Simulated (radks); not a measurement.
Values are calculated unless marked as measured or tabulated.
All-electron atom: Ho3+ in [Xe] 4f10.

Code: a radial shooting solver on a logarithmic mesh with Libxc functionals. Model: scalar-relativistic Kohn-Sham, r2SCAN, spin-unpolarised, spherical densities, finite nucleus; meta-GGA in the generalised Kohn-Sham scheme; Fermi nuclear charge, rms radius 5.2022 fm.

Energy parts (hartree):
| part | energy |
|---|---|
| total | -12614.8462 |
| kinetic | 13641.3852 |
| electron-nucleus | -30837.3855 |
| Hartree | 4850.8479 |
| exchange-correlation | -269.6938 |

Orbitals (lengths in bohr, moments of r in powers of bohr; r(90%) holds 90 % of the orbital's charge):
[
 {"orbital": "1s", "occ.": "2", "eigenvalue (hartree)": "-2043.291", "<r>": "0.02074", "<r^2>": "0.0005884", "r(90%)": "0.0376"},
 {"orbital": "2s", "occ.": "2", "eigenvalue (hartree)": "-343.6265", "<r>": "0.08807", "<r^2>": "0.009168", "r(90%)": "0.136"},
 {"orbital": "2p", "occ.": "6", "eigenvalue (hartree)": "-304.4441", "<r>": "0.07807", "<r^2>": "0.007444", "r(90%)": "0.127"},
 {"orbital": "3s", "occ.": "2", "eigenvalue (hartree)": "-78.02390", "<r>": "0.2295", "<r^2>": "0.06022", "r(90%)": "0.337"},
 {"orbital": "3p", "occ.": "6", "eigenvalue (hartree)": "-65.98953", "<r>": "0.2287", "<r^2>": "0.06061", "r(90%)": "0.342"},
 {"orbital": "3d", "occ.": "10", "eigenvalue (hartree)": "-50.71069", "<r>": "0.2079", "<r^2>": "0.05074", "r(90%)": "0.323"},
 {"orbital": "4s", "occ.": "2", "eigenvalue (hartree)": "-16.55523", "<r>": "0.5186", "<r^2>": "0.3034", "r(90%)": "0.744"},
 {"orbital": "4p", "occ.": "6", "eigenvalue (hartree)": "-12.57152", "<r>": "0.5493", "<r^2>": "0.3431", "r(90%)": "0.798"},
 {"orbital": "4d", "occ.": "10", "eigenvalue (hartree)": "-7.16563", "<r>": "0.5949", "<r^2>": "0.4105", "r(90%)": "0.893"},
 {"orbital": "4f", "occ.": "10", "eigenvalue (hartree)": "-1.28147", "<r>": "0.7835", "<r^2>": "0.7965", "r(90%)": "1.34"},
 {"orbital": "5s", "occ.": "2", "eigenvalue (hartree)": "-2.99796", "<r>": "1.255", "<r^2>": "1.769", "r(90%)": "1.81"},
 {"orbital": "5p", "occ.": "6", "eigenvalue (hartree)": "-2.03538", "<r>": "1.451", "<r^2>": "2.377", "r(90%)": "2.11"}
]

The highest occupied level is 4f at -34.871 eV. For comparison, the ionisation energy in NIST's Atomic Spectra Database is 42.5 eV (semi-empirical). In exact Kohn-Sham theory the highest level is minus the ionisation energy, but local and semilocal functionals leave it too shallow, through self-interaction and a potential that decays too fast; potentials with the right tail come closer. The electron density at the nucleus is 8.47e+05 e/bohr^3 (large components only). The density falls to 0.001 e/bohr^3 at r = 3.14 bohr.

Beside tabulated values, note that spin-unpolarised runs miss the spin-polarisation part of the exchange energy of open shells.
